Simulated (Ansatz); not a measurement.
Coupled-cluster diagnostics for RuO2⁻, Ansatz.

Geometry of the doublet (PBE0-D4/def2-TZVPD):

| atom | x (Å) | y (Å) | z (Å) |
| --- | --- | --- | --- |
| Ru1 | 0.908 | 0.503 | -0.592 |
| O2 | -0.139 | -0.867 | 0.256 |
| O3 | -0.769 | 0.364 | 0.336 |

In the def2 sets Ru takes a core potential; there is no spin–orbit coupling. Correlated methods freeze 2 core orbitals; core or outer-core shells of Ru are correlated, in sets that lack core-valence functions. The structure holds 1 bond(s) between oxygen atoms. Another isomer (doublet) lies 4.21 eV lower at PBE0-D4/def2-TZVPD; other spin states weren't run for this one.

(1) Estimate the CCSD(T) correlation energy, the shares of MP2 and (T), T1 and the reference's ⟨S²⟩ for: charge -1, doublet, own geometry in def2-TZVPPD; and the rough time on 4 threads of Arm Neoverse V2 on a shared host.

Answers

(1) 
```tsv
state	basis	correlation (eV)	MP2 share (%)	(T) share (%)	T1	⟨S²⟩ (pure)	wall time	remarks
charge -1, doublet, own geometry	def2-TZVPPD	-29.234	95.5	4.9	0.058	2.01 (0.75)	30 s	large T1, spin-contaminated
```
Customary marks for T1 are 0.02 (closed shells), 0.045 (open shells) and about 0.05 (3d metals). T1 exceeds 0.02 in 1 of 1 rows and 0.045 in 1; the higher it lies, the less the single-reference result can be trusted.
